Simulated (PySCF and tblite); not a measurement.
The numbers below are computed, except where a source is named.
## C₅H₅ClF₂Si, numbered as in [F:1][CH:2]([F:3])[C:4]1=[CH:5][CH:6]=[CH:7][Si@@H:8]1[Cl:9]: conformational analysis

Search: ETKDG and KDG, MMFF94s, GFN2-xTB, 60 starts; geometries at GFN2-xTB. Free energies are PBE0-D3(BJ)/def2-SVP (IEF-PCM, tetrahydrofuran) single points with GFN2-xTB rigid-rotor and vibrational terms (modes under about 100 cm⁻¹ blended into free rotors). Symmetry numbers and mirror images are counted. Conformers within 2.5 kcal/mol (GFN2-xTB free energy) were kept, 3 at most. GIAO shieldings: WP04/pcSseg-1 (IEF-PCM, tetrahydrofuran). Shifts are against TMS (¹H), TMS (¹³C), TMS (²⁹Si) at the same level. Codes: tblite and PySCF.

Torsions listed: F1–C2–C4–Si8. The 5-ring runs over atoms 4–5–6–7–8.

| conformer | shape | symmetry | E(GFN2) kcal/mol | E(DFT) kcal/mol | G(298.15 K) kcal/mol | weight % | dipole D |
| --- | --- | --- | --- | --- | --- | --- | --- |
| 1 | 5-ring flat; 40° | C1 | 0.00 | 0.00 | 0.00 | 43.4 | 2.62 |
| 2 | 5-ring flat; -55° | C1 | 0.03 | 0.02 | 0.00 | 43.1 | 3.81 |
| 3 | 5-ring flat; -158° | C1 | 0.82 | 0.78 | 0.69 | 13.5 | 3.51 |

Weights (%) against temperature:

```
 T (K)     1     2     3  S(mix) cal/mol/K
   250  44.8  44.3  10.9              1.91
298.15  43.4  43.1  13.5              1.98
   350  42.1  42.0  15.9              2.03
```

Averaged shifts at 298.15 K. ¹H: 7.03 (H6, 1H), 7.01 (H5, 1H), 6.89 (H2, 1H), 6.11 (H7, 1H), 4.91 (H8, 1H) ppm. ¹³C: 153.8 (C6), 153.5 (C5), 143.4 (C4), 139.8 (C7), 127.1 (C2) ppm. ²⁹Si: -12.8 (Si8) ppm.

Coordinates of conformer 1 (Å):

```xyz
14

F    -1.848    0.184   -2.098
C    -1.890    0.343   -0.745
F    -2.869   -0.486   -0.302
C    -0.567    0.051   -0.136
C    -0.384   -0.650    0.989
C     1.001   -0.820    1.410
C     1.936   -0.273    0.624
Si    1.113    0.557   -0.862
Cl    1.332    2.554   -0.931
H    -2.227    1.378   -0.557
H    -1.187   -1.072    1.575
H     1.213   -1.363    2.319
H     2.987   -0.345    0.845
H     1.390   -0.058   -2.152
```

Unscaled ²⁹Si shifts at such levels can be off by tens of ppm; differences between conformers or isomers are more reliable. Shifts are unscaled: against experiment ¹³C can be off by 15 ppm or more and ¹H by 0.8 ppm.

Search and properties took 4 min on 1 thread of AMD EPYC, on a host shared with other jobs (rough), launched as `OMP_NUM_THREADS=1 python ens_run.py task.json out`.


Conformer gaps in def2-SVP on xTB geometries can be 2 kcal/mol too large for S=O, P=O and other polar bonds.